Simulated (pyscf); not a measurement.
Structures and frequencies: ωB97X-D3(BJ)/def2-SVP in PySCF.

Problem. For the elementary gas-phase step [H₃C–Ga–OH]• → •H₂C–GaH–OH (doublet surface; C–H broken, Ga–H formed), what barrier and reaction energy does ωB97M-D3(BJ)/def2-TZVP give, measured from the reactant's lowest minimum found?

Solution. ΔE‡ = 66.7 kcal/mol, ΔE = +24.1 kcal/mol. CCSD(T)/def2-TZVPP + ΔMP2(QZVPP) gives 63.5 kcal/mol and +21.8 kcal/mol. Zero-point energy shifts the barrier by -4.1 kcal/mol. It is a hydrogen shift, with an imaginary mode of 1598i cm⁻¹. The same reactants have a lower exit, to H₃C–GaH–O• (barrier +57.4 kcal/mol at ωB97M-D3(BJ)/def2-TZVP, against +66.7 kcal/mol here). This is the saddle that the search found; another between the same sides may lie lower. The CCSD(T) − MP2 part came from Ansatz, without density fitting, on the same reference. A UHF reference is spin-contaminated (<S²> up to 0.90), which harms MP2 most. The frozen core leaves the outer d or s,p core shells of the metals and heavy elements correlated in the MP2 and CC values, and def2-TZVPP describes them poorly, which can shift differences by a few kcal/mol. Elements up to Kr have no core potential and no relativistic terms here.
